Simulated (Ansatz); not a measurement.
The cluster Ta2P2, relaxed as a triplet with UKS PBE0-D4/def2-SVP in Ansatz, starting from the PBE0-D4/def2-SVP geometry of the neutral singlet. Force threshold 0.02 eV/Å.

In the def2 sets Ta takes a core potential; there is no spin–orbit coupling. At PBE0-D4/def2-SVP a singlet of charge 0 lies 0.65 eV below the triplet, each at its own geometry. The structure comes from a short search, and lower isomers may exist.

Start:

```tsv
atom	x (Å)	y (Å)	z (Å)
Ta1	-1.288	-0.572	-0.302
Ta2	0.621	0.290	-1.269
P3	0.824	-0.959	0.775
P4	-0.156	1.241	0.797
```

Task: Estimate the energy that the relaxation releases and the steps that it takes.

Result: 5.7 kcal/mol, in 7 steps; 41 s on 4 threads of Arm Neoverse V1 on a shared host. No frequencies were taken in this run, so the end may be a saddle point.

Task: Does the start keep its bonding and symmetry?

Result: By distances, no bond broke or formed. The bond that changes most is P3–P4, from 2.41 to 2.29 Å (atoms count from 1). Point group C2v at the start, Cs at the end, both within 0.05 Å.

Task: Predict the relaxed structure.

Result: 
```xyz
4

Ta   -1.304   -0.579   -0.263
Ta    0.673    0.314   -1.343
P     0.782   -0.913    0.792
P    -0.151    1.178    0.813
```
Bond lengths (bridged metal pairs left out): 4 × P–Ta 2.36 to 2.47 Å; 1 × P–P 2.29 Å.
